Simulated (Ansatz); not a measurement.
Relaxation of C₃H₆O₂Si (12 atoms, charge 0, multiplicity 1), to a largest force component of 0.02 eV/Å in at most 50 steps.

Computed with RKS PBE0-D4/6-31G (Ansatz 0.2.0).

```xyz
12
Properties=species:S:1:pos:R:3:forces:R:3
C -1.684 -1.242 0.430 -1.74 2.11 -2.13
C -0.698 -0.469 -0.013 0.81 -3.71 3.51
C 0.749 -0.548 0.432 1.85 -0.86 2.88
Si 1.042 0.815 -0.777 0.32 -1.52 -0.41
O 1.193 2.336 -0.232 -0.02 2.75 0.77
O -0.655 0.491 -0.904 -2.47 2.82 -3.34
H -1.572 -1.955 1.182 0.23 -1.05 1.02
H -2.682 -1.014 -0.003 0.54 -0.58 0.51
H 0.977 -0.273 1.533 -0.58 -0.42 -1.63
H 1.303 -1.482 0.236 -0.43 0.12 0.03
H 1.694 0.518 -2.007 0.97 0.15 -1.19
H 0.409 2.767 0.158 0.52 0.19 -0.02
```

Task: Where does it end, and by what steps?

Result: It converged. Limits of this set-up: no polarisation functions. After 9 steps the energy has fallen by 0.882 eV; H12 moved furthest, 0.44 Å.

| step | energy less start (eV) | largest force component (eV/Å) | accepted |
| --- | --- | --- | --- |
| 0 | 0.0000 | 3.712 | yes |
| 1 | -0.6383 | 1.875 | yes |
| 2 | -0.7699 | 1.011 | yes |
| 3 | -0.8252 | 0.504 | yes |
| 4 | -0.8408 | 1.359 | yes |
| 5 | -0.8779 | 0.169 | yes |
| 6 | -0.8769 | 0.251 | no |
| 7 | -0.8804 | 0.069 | yes |
| 8 | -0.8813 | 0.085 | yes |
| 9 | -0.8816 | 0.019 | yes |

```xyz
12
Properties=species:S:1:pos:R:3
C -1.748 -1.310 0.438
C -0.714 -0.576 0.045
C 0.742 -0.537 0.491
Si 0.947 0.839 -0.834
O 1.257 2.451 -0.388
O -0.783 0.410 -0.984
H -1.636 -2.050 1.221
H -2.720 -1.190 -0.023
H 0.890 -0.233 1.530
H 1.294 -1.462 0.304
H 1.760 0.659 -2.067
H 0.789 2.944 0.300
```

The run took 29 s on 1 thread of Intel(R) Xeon(R) 6975P-C (Granite Rapids), on a shared host, peak memory 0.17 GiB.
